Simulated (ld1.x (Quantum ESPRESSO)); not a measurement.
# Transferability test, TM semilocal potential for ytterbium

ld1.x (Quantum ESPRESSO) 7.5 input, shortened:

```
&input
   title='Yb', zed=70., rel=1, dft='PBE', iswitch=3,
   config='[Xe] 4f14 5d0 6s2 6p0'
 /
 &inputp
   pseudotype=1, tm=.true., lloc=2,
   nlcc=.true., rcore=0.30
 /
4
5S  1  0   2.00   0.00  1.25  1.25  0.0
5P  2  1   6.00   0.00  2.05  2.05  0.0
4F  4  3  14.00   0.00  0.55  0.55  0.0
5D  3  2   0.00   0.00  3.75  3.75  0.0
 &test
   configts(1)='4f14 5s2 5p6 5d0 6s2 6p0'
 /
```

Occupied shells without a wave of their own: 6s. They enter only through the test configuration that unscreens the potential, and ld1.x also counts them in the model core charge.

Energies are relative to the spin-unpolarised reference configuration 4f14 5s2 5p6 5d0 6s2 6p0; without spin polarisation the order of configurations can differ from experiment.

ld1.x takes every shell without a wave as core, so the model core holds the 6s electrons as well and exchange and correlation see them twice. This cancels in the reference configuration, but the file is broken for other ones, and its errors say nothing about a proper core correction.

```tsv
valence configuration	charge	ΔE all-electron (eV)	error AE − PS (meV)
4f14 5s2 5p6 5d0 6s1 6p0	+1	6.531	-190
4f14 5s2 5p6 5d0 6s0 6p0	+2	18.777	-708
4f13 5s2 5p6 5d0 6s0 6p0	+3	45.362	-785
4f12 5s2 5p6 5d0 6s0 6p0	+4	91.773	-754
4f13 5s2 5p6 5d1 6s2 6p0	0	5.039	-86
4f14 5s1 5p6 5d0 6s2 6p0	+1	61.100	-97
4f14 5s2 5p6 5d0 6s0 6p2	0	6.041	-96
```

Levels in the configuration 4f14 5s1 5p6 5d0 6s2 6p0:

```tsv
level	all-electron (eV)	pseudo (eV)
4f	-16.027	-15.817
5s	-67.742	-67.808
5p	-39.540	-39.619
6s	-10.945	-11.097
```

These tests converged, but a pseudo level misses the all-electron one widely, so the file describes the atom poorly there or has found another state: 4f14 5s2 5p6 5d0 6s1 6p0: empty 6p by 3.4 eV; 4f14 5s2 5p6 5d0 6s0 6p0: empty 6p by 4.9 eV.

A Bessel basis up to 400 Ry misses an occupied level by 0.28 Ry, so cutoffs and ghosts were not judged.
